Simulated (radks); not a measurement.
Coulomb parameter of the 4f shell of neutral dysprosium in the model configuration [Xe] 4f9 5d1 6s2, as a second difference U = [E(n + 0.25) + E(n - 0.25) - 2 E(n)] / (0.25)^2 with all orbitals relaxed. "Bare": the charge of the atom changes with n. "Screened": the 5d shell takes up the change at fixed total charge, which measures U(4f,4f) + U(5d,5d) - 2 U(4f,5d). All-electron calculation, scalar-relativistic Kohn-Sham, PBE, spin-unpolarised, spherical densities, finite nucleus; Fermi nuclear charge, rms radius 5.2218 fm. Program: a radial shooting solver on a logarithmic mesh with Libxc functionals.

| case | configuration | E - E(n) (eV) |
|---|---|---|
| start | [Xe] 4f9 5d1 6s2 | 0.000 |
| bare +0.25 | [Xe] 4f9.25 5d1 6s2 | -1.894 |
| bare -0.25 | [Xe] 4f8.75 5d1 6s2 | 2.752 |
| screened +0.25 | [Xe] 4f9.25 5d0.75 6s2 | -1.565 |
| screened -0.25 | [Xe] 4f8.75 5d1.25 6s2 | 1.899 |

U(bare) = 13.718 eV, U(screened by 5d) = 5.346 eV, against the Slater integral F0(4f,4f) = 31.215 eV with frozen orbitals. The step up makes a negative ion, whose loosely bound charge lowers the bare value.
